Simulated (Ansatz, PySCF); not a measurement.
Reaction (SMILES): [SiH3]CC#CC[SiH3] + 4 C (CH4) -> C#C (C2H2) + 2 CC (C2H6) + 2 C[SiH3] [methylsilane]
Geometries: B3LYP-D3(BJ)/def2-TZVP minima from Ansatz (a quantum-chemistry and plane-wave program). Frequencies are from Ansatz or PySCF.
Geometry of the first species:
```xyz
16

Si     2.6772     0.9986     0.0040
C      2.0855    -0.8017     0.0689
C      0.6626    -0.8839    -0.2042
C     -0.5168    -0.8927    -0.4451
C     -1.9490    -0.8606    -0.6764
Si    -2.7895     0.3699     0.4961
H      4.1331     1.0538     0.2856
H      1.9533     1.7966     1.0185
H      2.4200     1.5603    -1.3409
H      2.6602    -1.3889    -0.6541
H      2.3156    -1.2084     1.0585
H     -2.3943    -1.8495    -0.5294
H     -2.1700    -0.5660    -1.7070
H     -4.2510     0.3824     0.2393
H     -2.2425     1.7260     0.2689
H     -2.5455    -0.0317     1.8995
```

Property: bond separation energy (enthalpy at 298 K, with B3LYP-D3(BJ) rigid-rotor harmonic-oscillator terms), in kJ/mol. Correlated levels leave the core frozen unless marked. Spin-orbit coupling is left out. No relativistic terms. CBS marks a two-point X^-3 extrapolation of the correlation energy; Hartree-Fock from the larger set. The bracket is a focal-point correction in the basis named.

```json
[
 {"level": "HF/aug-cc-pV(D+d)Z", "program": "Ansatz", "bond separation energy (kJ/mol)": "54.9"}
]
```

### Question
Predict the RI-MP2/CBS(cc-pV(T+d)Z,cc-pV(Q+d)Z)+[CCSD(T)-MP2]/cc-pV(T+d)Z result (Ansatz).

### Answer
67.9 kJ/mol, so HF/aug-cc-pV(D+d)Z differs from it by -13.0 kJ/mol.
